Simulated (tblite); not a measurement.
Compound: C7H9 (doublet state).
SMILES: `CC1=C[C@@H]2[CH][C@@H]2C1`

Computed with GFN2-xTB (tblite): harmonic, unscaled wavenumbers at the GFN2-xTB geometry, gas phase. The method is semi-empirical: single wavenumbers can be off by several per cent or more. Open shells enter through the occupations alone, without spin polarisation, and single modes of such species can be off by tens of per cent.

Harmonic wavenumbers (cm⁻¹): 120.3, 160.3, 305.4, 326.4, 360.1, 446.6, 591.1, 675.6, 700.0, 817.0, 873.8, 884.3, 912.0, 925.6, 962.8, 973.4, 1008.6, 1012.3, 1044.3, 1053.2, 1070.2, 1130.5, 1157.4, 1183.7, 1221.6, 1242.0, 1296.5, 1397.9, 1399.9, 1463.0, 1475.5, 1480.4, 1680.5, 2937.0, 2965.3, 2991.7, 3007.7, 3045.7, 3050.2, 3056.6, 3116.8, 3117.9.

A = 6002, B = 2375, C = 1963 MHz; mass 93.070 u (most abundant isotopes); point group C1, symmetry number 1; spin multiplicity 2.

Q: Zero-point energy?

A: Half the sum of the wavenumbers: 29321 cm⁻¹ = 83.83 kcal/mol.

Q: What is S at 273.15 K and 1 bar for an ideal gas of classical rigid rotors and harmonic oscillators?

A: Translation 39.10, rotation 26.58, vibration 11.43, spin (R ln 2) 1.38: S = 78.5 cal/(mol K).

Q: And Cp and H(273.15 K) − H(0)?

A: Cp = 25.27 cal/(mol K), of which vibrations give 17.32 (their classical limit is 42 R = 83.5); H(273.15 K) − H(0) = 4.10 kcal/mol without the zero-point energy, 1.93 from vibrations.

Q: How do the functions run with temperature in this model?

A: 
| T (K) | S (cal/(mol K)) | Cp (cal/(mol K)) | H − H(0) (kcal/mol) | G − H(0) (kcal/mol) | ln q(vib) |
| --- | --- | --- | --- | --- | --- |
| 100 | 61.2 | 12.2 | 0.95 | -5.18 | 0.33 |
| 200 | 71.7 | 18.9 | 2.49 | -11.84 | 1.31 |
| 300 | 81.0 | 27.8 | 4.81 | -19.48 | 2.55 |
| 500 | 99.4 | 44.8 | 12.16 | -37.52 | 5.60 |
| 800 | 124.3 | 60.9 | 28.25 | -71.17 | 10.72 |
| 1000 | 138.6 | 67.6 | 41.13 | -97.48 | 14.12 |

q(vib) and H(0) count from the zero-point level.

Q: What must be added to the electronic energy to get the Gibbs energy at 273.15 K and 1 bar?

A: ZPE + [H(273.15 K) − H(0)] − T·S = 83.83 + 4.10 − 21.44 = 66.49 kcal/mol.

Q: Blend soft modes into free rotors: weight 1/[1 + (100 cm⁻¹/ν̃)⁴] for the oscillator and the rest for a rotor with moment μB/(μ + B), μ = h/(8π²ν), B = 10⁻⁴⁴ kg m². What vibrational entropy results?

A: 11.32 cal/(mol K) in place of 11.43, which changes −T·S at 273.15 K by +0.03 kcal/mol.

Q: Which modes carry the vibrational entropy at 273.15 K?

A: 120.3 cm⁻¹: 2.93; 160.3 cm⁻¹: 2.38; 305.4 cm⁻¹: 1.24; 326.4 cm⁻¹: 1.14; 360.1 cm⁻¹: 0.99; 446.6 cm⁻¹: 0.69 cal/(mol K); the other 36 give 2.06 together.

Hindered rotation and anharmonicity are outside this model. The structure is chiral; the term R ln 2 for an equal mix with its mirror image is left out.
